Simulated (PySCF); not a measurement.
**MoOCl4: fields on a plane**

Method: PySCF, B3LYP, basis Mo def2-SVP with ECP28, O def2-SVP, Cl def2-SVP (scalar-relativistic core potentials, no spin–orbit coupling, density fitting).

The singlet minimum has Mo–Cl 2.312 Å (×4), Mo–O 1.648 Å; Cl–Mo–Cl 86.8° (×4), Cl–Mo–Cl 152.5° (×2), Cl–Mo–O 103.8° (×4).

The plane holds Mo1 at (0.00, 0.00), O2 at (1.65, 0.00), Cl3 at (-0.55, 2.25), Cl4 at (-0.55, -2.25) Å. Columns run from x = -2.55 to 4.05 Å, rows from y = 4.65 (top) to -4.35 Å, in steps of 0.3 Å. Other isomers or separated fragments may lie lower. Core electrons replaced by a potential are absent, the electrostatic potential uses the reduced nuclear charge, and values within about 0.7 Å of such atoms have no physical meaning.

Give the electron localisation function (set to 0 where the density is under 0.005 e/Å³). Lower edges of the bins: '0' 0.000, '1' 0.090, '2' 0.181, '3' 0.271, '4' 0.362, '5' 0.452, '6' 0.542, '7' 0.633, '8' 0.723, '9' 0.814; top 0.90.


```
00000000000000000000000
00000000000000000000000
00001222221000000000000
00123445543100000000000
01345677765410000000000
02468999987530000000000
14689976998741000000000
15799525299752000000000
25799293199751000000000
15799526199630000000000
14689965897410000000000
02467898753101122100000
00245543221124665310000
00011124774258888531000
00000158998379899741000
00000289008475469852000
00000289008475469852000
00000158998379899741000
00011124774258888531000
00245543221124665310000
02467898753101122100000
14689965897410000000000
15799526199630000000000
25799293199751000000000
15799525299752000000000
14689976998741000000000
02468999987530000000000
01345677765410000000000
00123445543100000000000
00001222221000000000000
00000000000000000000000
```

Give the electron density (e/Å³) (cut at 5 e/Å³). Every second row and column.


```
0.00 0.00 0.00 0.00 0.00 0.00 0.00 0.00 0.00 0.00 0.00 0.00
0.00 0.00 0.01 0.02 0.01 0.01 0.00 0.00 0.00 0.00 0.00 0.00
0.00 0.02 0.08 0.18 0.16 0.05 0.01 0.00 0.00 0.00 0.00 0.00
0.01 0.06 0.48 1.59 1.33 0.26 0.03 0.00 0.00 0.00 0.00 0.00
0.01 0.11 1.12 5.00 3.97 0.54 0.06 0.00 0.00 0.00 0.00 0.00
0.01 0.08 0.55 1.75 1.49 0.33 0.06 0.02 0.01 0.00 0.00 0.00
0.00 0.03 0.14 0.43 0.66 0.33 0.17 0.19 0.08 0.01 0.00 0.00
0.00 0.01 0.08 1.05 5.00 3.76 1.33 3.56 0.83 0.05 0.00 0.00
0.00 0.01 0.08 2.02 0.71 5.00 2.44 5.00 1.65 0.07 0.00 0.00
0.00 0.02 0.10 0.48 2.03 1.04 0.47 0.87 0.27 0.03 0.00 0.00
0.00 0.05 0.27 0.85 0.77 0.25 0.08 0.05 0.02 0.00 0.00 0.00
0.01 0.10 0.94 5.00 2.25 0.47 0.06 0.01 0.00 0.00 0.00 0.00
0.01 0.09 0.89 5.00 2.24 0.44 0.05 0.00 0.00 0.00 0.00 0.00
0.00 0.04 0.20 0.61 0.50 0.13 0.02 0.00 0.00 0.00 0.00 0.00
0.00 0.01 0.03 0.06 0.05 0.02 0.00 0.00 0.00 0.00 0.00 0.00
0.00 0.00 0.00 0.00 0.00 0.00 0.00 0.00 0.00 0.00 0.00 0.00
```
